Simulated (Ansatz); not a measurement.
Reaction (atomization): `[SiH]N([SiH3])[SiH3]` → 7 H• + N• + 3 Si•

Calculated with Ansatz (gas phase, PBE0-D4/def2-TZVP geometries, no zero-point term in ΔE). CBS: def2 TZ/QZ extrapolation, frozen cores. Functionals use def2-TZVPP. No spin–orbit coupling; open shells (•) take unrestricted orbitals. Spin–orbit coupling would lower the free atoms: a little for Si.

`[SiH]N([SiH3])[SiH3]`:

Z-matrix (Å, degrees):
```
Si
N 1 1.748
H 1 1.486 2 110.3
H 1 1.486 2 110.3 3 -119.7
H 1 1.484 2 107.7 3 120.2
Si 2 1.755 1 120.2 3 60.0
Si 2 1.732 1 121.0 3 -120.0
H 6 1.483 2 110.7 1 -118.8
H 6 1.483 2 110.6 1 119.0
H 6 1.491 2 107.9 1 0.1
H 7 1.543 2 94.4 1 179.9
```

```json
{"level": "PBE-D4", "ΔE (kJ/mol)": "3357.3", "difference from CCSD(T)/CBS": "-42.3"}
{"level": "BLYP-D4", "ΔE (kJ/mol)": "3374.2", "difference from CCSD(T)/CBS": "-25.4"}
{"level": "PBE0-D4", "ΔE (kJ/mol)": "3334.1", "difference from CCSD(T)/CBS": "-65.5"}
{"level": "B2PLYP", "ΔE (kJ/mol)": "3342.8", "difference from CCSD(T)/CBS": "-56.8"}
{"level": "PBE", "ΔE (kJ/mol)": "3325.8", "difference from CCSD(T)/CBS": "-73.8"}
{"level": "BLYP", "ΔE (kJ/mol)": "3306.1", "difference from CCSD(T)/CBS": "-93.5"}
{"level": "r2SCAN", "ΔE (kJ/mol)": "3355.3", "difference from CCSD(T)/CBS": "-44.3"}
{"level": "r2SCAN0", "ΔE (kJ/mol)": "3322.9", "difference from CCSD(T)/CBS": "-76.7"}
{"level": "LC-ωPBE", "ΔE (kJ/mol)": "3323.7", "difference from CCSD(T)/CBS": "-75.9"}
{"level": "CCSD/def2-SVP", "ΔE (kJ/mol)": "3099.8", "difference from CCSD(T)/CBS": "-299.8"}
{"level": "CCSD/def2-TZVPP", "ΔE (kJ/mol)": "3259.8", "difference from CCSD(T)/CBS": "-139.8"}
{"level": "HF/def2-QZVPP", "ΔE (kJ/mol)": "2496.0", "difference from CCSD(T)/CBS": "-903.6"}
{"level": "MP2/cc-pV(D+d)Z", "ΔE (kJ/mol)": "3070.0", "difference from CCSD(T)/CBS": "-329.6"}
{"level": "CCSD/cc-pV(D+d)Z", "ΔE (kJ/mol)": "3048.0", "difference from CCSD(T)/CBS": "-351.6"}
{"level": "CCSD(T)/cc-pV(D+d)Z", "ΔE (kJ/mol)": "3078.8", "difference from CCSD(T)/CBS": "-320.8"}
{"level": "CCSD/CBS(cc)", "ΔE (kJ/mol)": "3360.3", "difference from CCSD(T)/CBS": "-39.3"}
{"level": "CCSD(T)/CBS", "ΔE (kJ/mol)": "3399.6", "difference from CCSD(T)/CBS": "0"}
```

Largest T1 diagnostic among the species: 0.014.

In def2-TZVPP, CCSD(T) changes the Hartree–Fock value by +812.7 kJ/mol (the triples alone add +39.0 kJ/mol) and MP2 by +801.8 kJ/mol; breaking electron pairs costs correlation energy, which Hartree–Fock lacks. Leaving LDA and LC-ωPBE aside and taking each functional with its dispersion term where it has one, the values, not all of them listed here, spread over 112.7 kJ/mol, from revPBE-D4 to ωB97X-V. LDA lies +425.5 kJ/mol from PBE without D4, its usual overbinding.

CCSD(T)/CBS has its own doubt, a few kJ/mol and more with outer-core shells, so smaller differences from it don't rank the levels.
